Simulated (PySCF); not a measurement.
From one molecule to another.

First species: C2H5F3SSi.
Bonds: F1–C2, C2–C3, C3–F4, C3–F5, C3–Si6, Si6–S7. Hydrogens: H8, H9 on C2; H10, H11 on Si6; H12 on S7.

Second species: C₆H₉FO.
Structure used (GFN2-xTB), in Å, numbered top down from 1:
```xyz
17
C6H9FO angstrom
C     -2.4107    0.3049   -0.1706
C     -1.0835   -0.4471   -0.2928
C     -0.4894   -0.7772    1.0455
C      0.6759   -0.1728    1.1847
C      1.0040    0.5784   -0.0729
C      2.2853    0.0630   -0.7477
F      3.3852    0.4601   -0.0325
O     -0.1005    0.3663   -0.9346
H     -2.7383    0.6255   -1.1552
H     -2.2831    1.1824    0.4584
H     -3.1661   -0.3427    0.2658
H     -1.2373   -1.3510   -0.9028
H     -1.0028   -1.3984    1.7543
H      1.3489   -0.1884    2.0206
H      1.1323    1.6564    0.1126
H      2.2989   -1.0302   -0.7895
H      2.3742    0.4828   -1.7534
```

Levels: B3LYP/def2-SVPD for dipole moment, HOMO energy, LUMO energy, HOMO–LUMO gap, static isotropic polarisability and electronic spatial extent ⟨r²⟩ about the centre of nuclear charge; TDDFT B3LYP/def2-SVPD for lowest singlet excitation; TDA B3LYP/def2-SVPD for lowest triplet excitation (Tamm–Dancoff); GFN2-xTB for rotational constant A and rotational constant C. Geometries: GFN2-xTB. Each structure is a single optimised conformer of the isolated species, non-relativistic unless stated; the electronic structure was computed with PySCF and density fitting.

Dipoles, sizes and rotational constants follow the conformer. The torsions of the flexible species, by atom-mapped SMILES:
- `[F:1][CH2:2][C:3]([F:4])([F:5])[SiH2:6][SH:7]`: F1–C2–C3–F4 148°, C2–C3–Si6–S7 51°, H–S7–Si6–C3 -62°
- `[CH3:1][C@@H:2]1[CH:3]=[CH:4][C@@H:5]([CH2:6][F:7])[O:8]1`: C4–C5–C6–F7 -73°

| property | column X | column Y |
| --- | --- | --- |
| dipole moment | 1.05 D | 2.09 D |
| HOMO energy | -7.50 eV | -6.91 eV |
| LUMO energy | -0.50 eV | -0.31 eV |
| HOMO–LUMO gap | 7.00 eV | 6.60 eV |
| lowest singlet excitation | 5.98 eV | 5.80 eV |
| lowest triplet excitation (Tamm–Dancoff) | 5.65 eV | 4.40 eV |
| static isotropic polarisability | 74.5 au | 74.9 au |
| electronic spatial extent ⟨r²⟩ about the centre of nuclear charge | 1136 bohr² | 1089 bohr² |
| rotational constant A | 2.341 GHz | 5.470 GHz |
| rotational constant C | 1.055 GHz | 1.075 GHz |

Q: Which column belongs to which species?

A: Column X is the first species and column Y the second. The first has 12 atoms and 74 electrons, the second 17 and 62.

Q: How does each property change from the first species to the second?

A: dipole moment +1.04 D; HOMO energy +0.59 eV; LUMO energy +0.19 eV; HOMO–LUMO gap -0.40 eV; lowest singlet excitation -0.18 eV; lowest triplet excitation (Tamm–Dancoff) -1.25 eV; static isotropic polarisability +0.4 au; electronic spatial extent ⟨r²⟩ about the centre of nuclear charge -47 bohr²; rotational constant A +3.129 GHz; rotational constant C +0.020 GHz.

On the first: The vertical singlet–triplet gap S1 − T1 is 0.33 eV (TDDFT singlet less Tamm–Dancoff triplet; S1: HOMO→LUMO, weight 0.99; T1: HOMO→LUMO, weight 0.95). The principal polarisabilities are 66.3, 72.8 and 84.3 au; their mean is the isotropic value.

On the second: The vertical singlet–triplet gap S1 − T1 is 1.40 eV (TDDFT singlet less Tamm–Dancoff triplet; S1: HOMO→LUMO, weight 0.90; T1: HOMO→LUMO, weight 0.67). The principal polarisabilities are 62.7, 68.7 and 93.3 au; their mean is the isotropic value.
